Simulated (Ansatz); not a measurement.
Reactions of `F[SiH](Br)N[SiH3]`.

Gas-phase electronic energies from Ansatz, PBE0-D4/def2-TZVP geometries. CBS: MP2 limit from def2 TZ/QZ plus the TZ coupled-cluster correction, frozen cores. This one scheme is used for every species. DFT in def2-TZVPP. B3LYP here is the variant with VWN-RPA as its local correlation; programs differ in this. def2 core potentials past Kr. For Br, Sb, Sc, Se, Y outer-core shells are correlated without core-valence functions, which leaves a few kJ/mol of doubt a bond. Scalar relativity is left out up to krypton. One conformer a species, not always the lowest.

```
                                                                                  reaction  B3LYP-D4 (kcal/mol)  CCSD/CBS(def2) (kcal/mol)
          `F[SiH](Br)N[SiH3]` + `C[CH2][SbH][OH]` → `CC[SiH](F)Br` + `[OH][SbH][NH][SiH3]`                  8.6                        9.9
                                 `F[SiH](Br)N[SiH3]` + `C=C` → `C=C[SiH](F)Br` + `N[SiH3]`                 17.2                       17.7
                         `F[SiH](Br)N[SiH3]` + `OC1=CS1` → `[SiH3]OC1=CS1` + `N[SiH](F)Br`                 -9.9                       -9.3
                `F[SiH](Br)N[SiH3]` + `N[SiH2][SeH]` → `N[SiH2][Se][SiH3]` + `N[SiH](F)Br`                 -2.8                       -2.8
  `F[SiH](Br)N[SiH3]` + `[NH2][Sc]([OH])[OH]` → `[NH2][Sc]([OH])[O][SiH3]` + `N[SiH](F)Br`                -14.3                      -14.7
`F[SiH](Br)N[SiH3]` + `C[N](C)[Y]([OH])[OH]` → `C[N](C)[Y]([OH])[O][SiH3]` + `N[SiH](F)Br`                -14.6                      -14.8
                 `F[SiH](Br)N[SiH3]` + `OB1N[SiH2]1` → `[SiH3]OB1N[SiH2]1` + `N[SiH](F)Br`                -10.7                      -10.6
                         `F[SiH](Br)N[SiH3]` + `F[SiH3]` → `F[SiH2][SiH](F)Br` + `N[SiH3]`                 23.1                       24.9
             `F[SiH](Br)N[SiH3]` + `COB(S)O[SiH3]` → `[SiH3]OB(S)O[SiH3]` + `CN[SiH](F)Br`                -10.8                      -10.6
                         `F[SiH](Br)N[SiH3]` + `O[Si]Br` → `O[SiH](F)N[SiH3]` + `Br[Si]Br`                  0.4                        1.0
```

**Question.** Give the CCSD(T)/CBS values in the same order. (Best estimate.)

**Answer.** Computed: 9.6, 17.5, -9.3, -3.3, -14.3, -14.4, -10.3, 24.7, -10.2, 0.9 kcal/mol.

Largest T1 diagnostic: 0.016, for `[NH2][Sc]([OH])[OH]`.
